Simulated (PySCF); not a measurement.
What settings do to a single point of [Lu(H2O)]3+

The sound run of [Lu(H2O)]3+ (singlet) uses PySCF 2.14.0, RKS PBE, Lu def2-SVP with ECP28, O def2-SVP, H def2-SVP; non-relativistic Hamiltonian with scalar-relativistic core potentials where named; density fitting; no spin-orbit coupling, grid (50, 194), threshold 1e-8 Eh and 55 cycles, at the relaxed geometry:

```xyz
4

Lu    0.0000    0.0000   -0.0212
O     0.0000    0.0000    2.0528
H     0.7940    0.0000    2.6941
H    -0.7940    0.0000    2.6941
```

There Lu1 has a Mulliken charge of 2.51 e and the dipole about the centre of mass is 4.14 D. Each run below changes one thing and starts from free metal ions and neutral atoms unless it says otherwise; with 55 cycles, smearing, a level shift and second-order steps follow where DIIS fails, and their cycles count. Energy shifts count from the sound run. On f atoms grids over 110 angular points are at least (60, 302).

```
                                                       change        outcome  cycles  energy shift (eV)  largest force component (eV/Å)  charge on Lu1 (e)  dipole about the centre of mass (D)
                       O2 put 0.5 Å from Lu1, limit 88 cycles  not converged      88                  –                               –                  –                                    –
                                                grid (30, 86)      converged      12             0.0272                            0.15               2.51                                 4.14
start from a density of up to 30 smeared cycles (not counted)      converged       7             0.0000                            0.00               2.51                                 4.14
```

Problem. How does the run with this change end: threshold 0.001?

Solution. outcome converged, cycles 8, energy shift (eV) 0.0020, largest force component (eV/Å) 0.07, charge on Lu1 (e) 2.50, dipole about the centre of mass (D) 4.16.

Forces carry noise of the integration grid, about 0.01 to 0.03 eV/Å.
